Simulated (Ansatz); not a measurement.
Ansatz (a first-principles code) input (CCSD(T)/cc-pVDZ):

Ansatz 0.2 input:
```yaml
crystal:
  periodic: [false, false, false]
  atoms:
    - {symbol: C, position_ang: [0.69020675, -1.09932113, 0.01703719]}
    - {symbol: C, position_ang: [1.16088817, 0.27427209, 0.02819357]}
    - {symbol: C, position_ang: [0.07094812, 1.11547415, 0.00148400]}
    - {symbol: N, position_ang: [-1.01962275, 0.31011434, -0.02488267]}
    - {symbol: N, position_ang: [-0.65332854, -1.04204284, -0.01567372]}
    - {symbol: H, position_ang: [2.19430903, 0.59614456, 0.05327454]}
    - {symbol: H, position_ang: [-0.02964495, 2.19319778, -0.00119870]}
    - {symbol: H, position_ang: [-1.98626330, 0.59160646, -0.04846964]}
basis:
  gaussian:
    orbitals: cc-pVDZ
total_charge: -1
magnetization: {spin_polarized: false}
correlation: {method: ccsd_t, electrons: outside_noble_gas}
```

End of the output:

```
integrals: 0.08 GiB planned
800 factors; integrals over basis functions are off by at most 1.6e-3 eV
0.31 GiB of device memory are held for the factors and their scratch space
mean field: 0.24 GiB planned
mean field evaluation 1: about -6095.1320 eV, gradient 3.4e1 eV
mean field evaluation 2: about -6095.4101 eV, gradient 3.4e1 eV
mean field evaluation 4: about -6098.8530 eV, gradient 4.7e0 eV
mean field evaluation 8: about -6098.9600 eV, gradient 2.5e-1 eV
mean field evaluation 16: about -6095.1331 eV, gradient 3.4e1 eV
mean field -6098.96057223 eV, -224.1326670056 hartree, gradient 2.5e-6 eV, S^2 0.000000; 0 other end points of the search recorded, 0 dependent functions left out
5 core orbitals not correlated
reference -6098.96057223 eV, -224.1326670056 hartree; 13, 13 occupied and 67, 67 virtual orbitals, 800 factors
second order -19.90054736 eV of doubles, -0.00000000 eV of singles
coupled cluster: 1.31 GiB planned
cycle   1  -19.68739004 eV  change    2.1e-1 eV  update   1.3e-1
cycle   2  -20.29969788 eV  change   -6.1e-1 eV  update   4.0e-2
cycle   3  -20.45927069 eV  change   -1.6e-1 eV  update   2.3e-2
cycle   4  -20.44923638 eV  change    1.0e-2 eV  update   7.5e-3
cycle   5  -20.44713489 eV  change    2.1e-3 eV  update   4.4e-3
cycle   6  -20.44820502 eV  change   -1.1e-3 eV  update   1.6e-3
cycle   7  -20.44721353 eV  change    9.9e-4 eV  update   6.9e-4
cycle   8  -20.44701670 eV  change    2.0e-4 eV  update   2.4e-4
cycle   9  -20.44713810 eV  change   -1.2e-4 eV  update   1.1e-4
cycle  10  -20.44715560 eV  change   -1.7e-5 eV  update   3.9e-5
cycle  11  -20.44714659 eV  change    9.0e-6 eV  update   1.8e-5
coupled cluster: 1.31 GiB planned
perturbative correction -0.90509031 eV, -0.0332614554 hartree
Total energy: -6120.31280913 eV, -224.9173472385 hartree
```

It need not be the lowest isomer of its formula. Whether it binds its extra electron was not tested at this geometry.
